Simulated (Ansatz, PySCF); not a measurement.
vinylidene fluoride (C2H2F2), SMILES C=C(F)F.

Coordinates come from a PBE0-D3(BJ)/def2-SVP optimisation.

Vertical ionisation energy (IE) and electron affinity (EA) in eV. Rows of orbital energies are one-electron estimates. Where ΔSCF, EOM or ADC give a negative EA the extra electron is unbound and the value depends on the basis.

| level | IE | EA |
|---|---|---|
| −ε(HOMO), −ε(LUMO), PBE0/def2-TZVPD (PySCF) | 7.74 | -0.34 |
| −ε(HOMO), −ε(LUMO), PBE/def2-TZVPD (PySCF) | 6.44 | 0.69 |
| ADC(2)/aug-cc-pVDZ (PySCF) | ? | ? |
| ΔSCF, CAM-B3LYP/def2-SVPD (Ansatz), final states of multiplicity 2 and 2 | 10.56 | -1.93 |
| ΔSCF, PBE/def2-SVPD (Ansatz), final states of multiplicity 2 and 2 | 10.35 | -1.74 |

Task: Some entries are withheld; supply them. (Estimate from the structure and the level; the computed values follow.)

Result: 
- ADC(2)/aug-cc-pVDZ (PySCF), IE: 9.98
- ADC(2)/aug-cc-pVDZ (PySCF), EA: -0.80

Task: What vertical singlet–triplet gap does ΔSCF give with CAM-B3LYP/def2-SVPD (Ansatz, a first-principles code) and with PBE/def2-SVPD (Ansatz)? (An estimate is asked for; the answer gives what the named calculation found.)

Result: 4.62 and 4.75 eV (triplet above singlet where positive).

Computed lowest 1s main lines (those of the lightest heavy element) from CVS-ADC(2)-x/aug-cc-pVDZ (PySCF, non-relativistic), with pole strengths:
292.4 eV (1.50), 297.4 eV (1.47).

Task: Beyond the first one, list the lowest photoelectron lines from ADC(2)/aug-cc-pVDZ (PySCF 2.14.0) with their pole strengths (two spins summed). (An estimate is asked for; the answer gives what the named calculation found.)

Result: 13.83 eV (1.74), 14.51 eV (1.76), 14.76 eV (1.73), 15.09 eV (1.79), 17.15 eV (1.73).
